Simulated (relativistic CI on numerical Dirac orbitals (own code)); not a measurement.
**Tl LXIX: q coefficients and field-shift factors**

Computed by Dirac-Coulomb-Breit CI, KLI orbitals optimised for each configuration, derivatives by finite differences, unscaled Slater integrals, QED left out (own radial code, finite nucleus).

CI space (outside the closed core [Ne]): 3s2.3p, 3s2.3d, 3s.3p2, 3p3, 3s.3p.3d, 3p.3d2, 3s.3d2, 3p2.3d. Levels of other configurations are missing.

With x = (α/α₀)² − 1 an excitation energy changes as ω = ω₀ + qx; K = 2q/ω₀ is the relative enhancement. Terms are leading LS components, so labels can repeat. The field-shift factor is F = δν/δ⟨r²⟩ for the transition from the lowest level.

Lowest level 3s2.3p 2P°_1/2.

| Level | ω₀ (cm⁻¹) | q (cm⁻¹) | F (GHz/fm²) |
| --- | --- | --- | --- |
| 3s.3p2 4P_1/2 | 1625202 | 504000 | -14800 |
| 3s2.3p 2P°_3/2 | 4529802 | 5.807e+06 | -1440 |
| 3s.3p2 4P_3/2 | 5867524 | 6.254e+06 | -15900 |
| 3s.3p2 2D_5/2 | 6037872 | 6.273e+06 | -15900 |
| 3s.3p2 2D_3/2 | 6209834 | 6.188e+06 | -12500 |
| 3s.3p2 2P_1/2 | 6322583 | 6.294e+06 | -16200 |
| 3s2.3d 2D_3/2 | 6687667 | 6.069e+06 | -5240 |
| 3s2.3d 2D_5/2 | 7584918 | 6.991e+06 | -1590 |
| 3s.3p.3d 4F°_3/2 | 7753922 | 6.455e+06 | -19500 |
| 3p3 2P°_3/2 | 7885422 | 6.612e+06 | -24400 |
| 3s.3p.3d 4F°_5/2 | 7952569 | 6.394e+06 | -16100 |
| 3s.3p.3d 4D°_1/2 | 8202966 | 6.449e+06 | -16000 |
| 3s.3p.3d 4D°_3/2 | 8286470 | 6.553e+06 | -18300 |
| 3s.3p.3d 4P°_5/2 | 8953105 | 7.432e+06 | -15900 |
| 3s.3p.3d 4F°_7/2 | 9092496 | 7.465e+06 | -16000 |
| 3s.3p.3d 2F°_5/2 | 9184774 | 7.476e+06 | -16100 |
| 3s.3p.3d 2P°_3/2 | 9226259 | 7.469e+06 | -16700 |
| 3p2.3d 2D_3/2 | 9758748 | 6.885e+06 | -30700 |
| 3s.3p2 4P_5/2 | 10502348 | 1.205e+07 | -17300 |
| 3s.3p2 2S_1/2 | 10849331 | 1.209e+07 | -17400 |
| 3p2.3d 2D_5/2 | 10909482 | 7.965e+06 | -30700 |
| 3s.3p2 2P_3/2 | 10915660 | 1.21e+07 | -17500 |
| 3p3 2D°_5/2 | 12245300 | 1.238e+07 | -25800 |

At this charge energies of transitions that change n are usually good to better than 1 %, and those within a shell (Δn = 0) to a few per cent.

(1) Which transition from the lowest level has the largest |K|?

Results:

(1) 3s2.3p 2P°_3/2 at 4529802 cm⁻¹, K = 2.56.
